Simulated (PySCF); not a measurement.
A structure optimised at PBE0-D3(BJ)/def2-SVP, used in a PySCF frequency run:

```xyz
11

C     -0.1129     2.6422     0.0000
C      0.3517     1.4238     0.0000
C      0.8326     0.1981     0.0000
C      0.0056    -1.0019     0.0000
C      0.4550    -2.2602     0.0000
F     -1.3060    -0.7605     0.0000
H     -0.3194     3.1716    -0.9369
H     -0.3194     3.1716     0.9369
H      1.9171     0.0436     0.0000
H     -0.2435    -3.0975     0.0000
H      1.5266    -2.4569     0.0000
```
Charge 0, spin multiplicity 1.

Problem. Write its SMILES, formula and point group.

Solution. C=C=CC(=C)F, C5H5F, Cs

Problem. What are its rotational constants (standard atomic weights)?

Solution. 9.6114, 2.1874, 1.8044 GHz
